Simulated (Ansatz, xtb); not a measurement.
Relative energy of two structures of CaH5PSi

Structure X is `[SiH3][Ca][PH2]`, a singlet and structure Y is a singlet given by its coordinates. Both are isolated molecules in the gas phase, relaxed with PBE0-D3(BJ)/def2-SVP.

X (Å):

```xyz
8

Ca   -0.3194    0.5337    1.6160
P    -1.8818    2.6090    2.6143
Si    0.7208   -1.7150    0.0034
H     0.8935   -3.0134    0.7559
H     2.0824   -1.4861   -0.6093
H    -0.1356   -2.1036   -1.1776
H    -1.6682    2.0479    3.9235
H    -0.6733    3.3882    2.6959
```

Y (Å):

```xyz
8

Ca   -0.8288    0.4858    2.9214
P     0.1811    1.6350    0.5373
Si    0.5964   -0.5268    0.3327
H    -0.0240   -1.3015    1.5438
H     2.0458   -0.8548    0.4912
H     0.0284   -1.2757   -0.8289
H    -1.1655    1.4392    0.0595
H    -1.7040    0.6819    4.7224
```

Close contacts (Å): Ca1–P2 2.83, Ca1–Si3 3.12, P2–Si3 2.21, Ca1–H4 2.40, Ca1–H8 2.01, P2–H7 1.44, Si3–H4 1.57, Si3–H5 1.49, Si3–H6 1.49.

**Question.** Estimate E(Y) − E(X) at the level CCSD(T)/def2-TZVP.

**Answer.** Calculated at CCSD(T)/def2-TZVP: E(Y) − E(X) = −3.1 kcal/mol, so structure Y lies lower.

Level by level:

```json
{"level": "PBE0-D3(BJ)/def2-SVP", "geometry": "PBE0-D3(BJ)/def2-SVP", "E(Y) − E(X) (kcal/mol)": "−6.2", "departure from the last row (kcal/mol)": "−3.1", "job, with rough time for the two": "optimisation, 5.4 min"}
{"level": "HF/def2-TZVP", "geometry": "PBE0-D3(BJ)/def2-SVP", "E(Y) − E(X) (kcal/mol)": "−3.8", "departure from the last row (kcal/mol)": "−0.7", "job, with rough time for the two": "part of the CCSD(T) run"}
{"level": "MP2/def2-TZVP", "geometry": "PBE0-D3(BJ)/def2-SVP", "E(Y) − E(X) (kcal/mol)": "−6.0", "departure from the last row (kcal/mol)": "−2.9", "job, with rough time for the two": "part of the CCSD(T) run"}
{"level": "CCSD(T)/def2-TZVP", "geometry": "PBE0-D3(BJ)/def2-SVP", "E(Y) − E(X) (kcal/mol)": "−3.1", "departure from the last row (kcal/mol)": "", "job, with rough time for the two": "single point, 2.5 min"}
```

The levels shown agree on the order. The largest departure from CCSD(T)/def2-TZVP is that of PBE0-D3(BJ)/def2-SVP, 3.1 kcal/mol. A small imaginary or near-zero mode remains, so no thermal terms are given. Levels run at GFN2-xTB geometries aren't shown.

The correlated steps freeze 15 core orbitals; the last core shell of Ca is correlated, in a basis made for valence electrons. Codes used: Ansatz 0.2.0; the last row on 1 thread of AMD EPYC (Zen 3) on a shared host.
